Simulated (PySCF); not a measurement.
## Adding and removing an electron: BiS

PW91; PySCF, scalar-relativistic core potentials, basis sets Bi def2-SVPD with ECP60, S def2-SVPD. Neutral (UKS): doublet (π ↑), Re = 2.358 Å, ωe = 419 cm⁻¹, De = 3.59 eV, HOMO -4.48 eV, LUMO -4.51 eV.

BiS⁻ (UKS): triplet (π ↑↑), Re = 2.469 Å, ωe = 350 cm⁻¹, De = 3.11 eV to Bi + S⁻. The energies at the minima are -612.81390 hartree for BiS and -612.88025 for BiS⁻.

(1) Work out the adiabatic electron affinity, without and with harmonic zero-point energies (1 hartree = 27.2114 eV, 1 eV = 8065.5 cm⁻¹), and the change of the bond length.

Spin–orbit coupling is left out, which matters for elements this heavy, above all for dissociation energies. For an ion De counts to the pair picked by the measured ionisation energies or electron affinities, which need not be the lowest pair at this level. The highest Kohn–Sham level is positive in this anion. Much of that is self-interaction error, but it also means that the finite basis helps to hold the extra electron. States were picked by a PBE0 search and need not be the measured ground states.

## Answers

(1) At PW91: 0.06635 hartree = 1.805 eV between the minima; the zero-point term (419.0 − 350.0)/2 cm⁻¹ = +0.004 eV makes it 1.810 eV. Re changes by +11.1 pm against the neutral. The electron enters a π orbital; in so polar a molecule the change of length follows mostly from the change of the ionic charges.
